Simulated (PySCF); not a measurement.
PySCF input for Ga(H)(Cl)(vinyl) (C₂H₄ClGa), SMILES [GaH]([CH]=C)[Cl], B3LYP/pcSseg-1. Geometry optimised at TPSSh-D3(BJ)/def2-SVP. Other conformers were not sampled.

```python
import numpy as np
from pyscf import gto, scf, dft
from pyscf.prop.nmr import rks as nmr

mol = gto.M(
    atom='''
    Ga   -0.72661357    0.07450026    0.00000000
    H    -2.17287608    0.65245954    0.00000000
    Cl    0.86541239    1.55715158    0.00000000
    C    -0.06746549   -1.75492888    0.00000000
    C     1.25266566   -2.01132623    0.00000000
    H    -0.76865051   -2.59949760    0.00000000
    H     1.65061671   -3.03364504    0.00000000
    H     1.99271902   -1.20287099    0.00000000
    ''',
    basis='pcSseg-1',
    charge=0,
    spin=0,
    max_memory=1600,
    verbose=3,
)
mf = dft.RKS(mol, xc='b3lyp')
mf.grids.level = 3
mf.conv_tol = 1e-10
mf.max_cycle = 100
mf.kernel()
n = nmr.NMR(mf)
n.verbose = 2
n.max_cycle_cphf = 60
sigma = n.kernel()
print('atom   isotropic/ppm   span/ppm')
for i, s in enumerate(sigma):
    w = np.linalg.eigvalsh((s + s.T) / 2)
    print(f'{mol.atom_symbol(i):2s}{i + 1:3d} {w.mean():14.3f} {w[2] - w[0]:11.3f}')
```

Log of the run:

```
converged SCF energy = -2463.5466110254
atom   isotropic/ppm   span/ppm
Ga  1       1238.158     281.900
H   2         25.396      17.113
Cl  3        862.723     564.767
C   4         30.638     249.567
C   5         24.620     263.991
H   6         24.725       4.121
H   7         24.482       5.502
H   8         24.518       8.535
```

The run converged.

Cost: very roughly 16 core-seconds.
